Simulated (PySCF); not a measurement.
CH₄AlI. Atoms are numbered in the order given.

```xyz
7

Al    -0.4410    -1.5599     0.0537
H     -1.5994    -2.1628    -0.8414
I      0.0173     0.8655    -0.2404
C      0.6364    -2.5406     1.3422
H      0.5393    -2.0981     2.3477
H      1.7057    -2.4835     1.0779
H      0.3534    -3.6031     1.4042
```
Charge 0, spin multiplicity 1.

Geometry optimised at PBE0-D3(BJ)/def2-SVP. A frequency run showed that this geometry is not a minimum. The def2 effective core potentials stand for the cores of I; spin–orbit coupling is left out.

Computed with PBE0-D3(BJ)/def2-SVP (PySCF).

Frequencies are harmonic and unscaled.

Computed vibrational spectrum:
```
mode  ν (cm⁻¹)  IR (km/mol)  moving atoms (share of kinetic energy)
----  --------  -----------  --------------------------------------
1          33i          0.0                                  H 96 %
2          139          2.4         C 41 %, H 26 %, Al 23 %, I 10 %
3          339         36.2                         Al 69 %, I 19 %
4          372         43.7                         H 89 %, Al 11 %
5          580         45.7                                  H 92 %
6          657         52.1                 C 43 %, Al 36 %, H 21 %
7          665         84.5                          H 76 %, C 16 %
8          746        274.3                  H 76 %, C 15 %, Al 9 %
9         1209         22.8                          H 79 %, C 20 %
10        1416          1.4                                  H 96 %
11        1416          4.8                                  H 95 %
12        1957        181.9                                  H 96 %
13        3047          0.5                                  H 97 %
14        3145          0.5                           H 91 %, C 9 %
15        3162          2.4                           H 91 %, C 9 %
```
